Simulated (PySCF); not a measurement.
Two species compared at the same levels of theory.

First species: Methylsilylchloride, CH5ClSi.
Numbering: `[CH3:1][SiH2:2][Cl:3]` (hydrogens: H4, H5, H6 on C1; H7, H8 on Si2)

Second species: C4H6NPSi.
SMILES: `[SiH3]c1cpccn1`

Levels: CAM-B3LYP/def2-SVPD for dipole moment, HOMO energy, LUMO energy, HOMO–LUMO gap, static isotropic polarisability and electronic spatial extent ⟨r²⟩ about the centre of nuclear charge; TDDFT CAM-B3LYP/def2-SVPD for lowest singlet excitation; TDA CAM-B3LYP/def2-SVPD for lowest triplet excitation (Tamm–Dancoff); GFN2-xTB for rotational constant A and rotational constant C. Geometries: GFN2-xTB. Each species is one conformer at its optimised geometry, gas phase, non-relativistic unless stated. Electronic properties by PySCF.

Values for the first species:

- Dipole moment: 1.71 D
- HOMO energy: -10.12 eV
- LUMO energy: 1.10 eV
- HOMO–LUMO gap: 11.22 eV
- Lowest singlet excitation: 7.86 eV
- Lowest triplet excitation (Tamm–Dancoff): 7.50 eV
- Static isotropic polarisability: 52.6 au
- Electronic spatial extent ⟨r²⟩ about the centre of nuclear charge: 398 bohr²
- Rotational constant A: 15.804 GHz
- Rotational constant C: 3.356 GHz

(1) Estimate the same properties for the second species, and the change in each.

Results:

(1) 
```json
{"property": "dipole moment", "first": "1.71 D", "second": "0.99 D", "second less first": "-0.72 D"}
{"property": "HOMO energy", "first": "-10.12 eV", "second": "-8.59 eV", "second less first": "+1.53 eV"}
{"property": "LUMO energy", "first": "1.10 eV", "second": "-1.12 eV", "second less first": "-2.22 eV"}
{"property": "HOMO–LUMO gap", "first": "11.22 eV", "second": "7.47 eV", "second less first": "-3.75 eV"}
{"property": "lowest singlet excitation", "first": "7.86 eV", "second": "3.89 eV", "second less first": "-3.97 eV"}
{"property": "lowest triplet excitation (Tamm–Dancoff)", "first": "7.50 eV", "second": "3.25 eV", "second less first": "-4.25 eV"}
{"property": "static isotropic polarisability", "first": "52.6 au", "second": "102.4 au", "second less first": "+49.8 au"}
{"property": "electronic spatial extent ⟨r²⟩ about the centre of nuclear charge", "first": "398 bohr²", "second": "1167 bohr²", "second less first": "+769 bohr²"}
{"property": "rotational constant A", "first": "15.804 GHz", "second": "4.079 GHz", "second less first": "-11.725 GHz"}
{"property": "rotational constant C", "first": "3.356 GHz", "second": "0.959 GHz", "second less first": "-2.397 GHz"}
```

On the first: The dipole equals about 5.7 × 10⁻³⁰ C·m (1 D = 3.33564 × 10⁻³⁰ C·m). In wavenumbers S1 is 63400 cm⁻¹ (1 eV = 8065.54 cm⁻¹).

On the second: The vertical singlet–triplet gap S1 − T1 is 0.64 eV (TDDFT singlet less Tamm–Dancoff triplet; S1: HOMO→LUMO, weight 0.98; T1: HOMO→LUMO, weight 0.94). A dipole of 0.99 D is allowed in Cs, and pure rotational transitions are dipole-allowed.
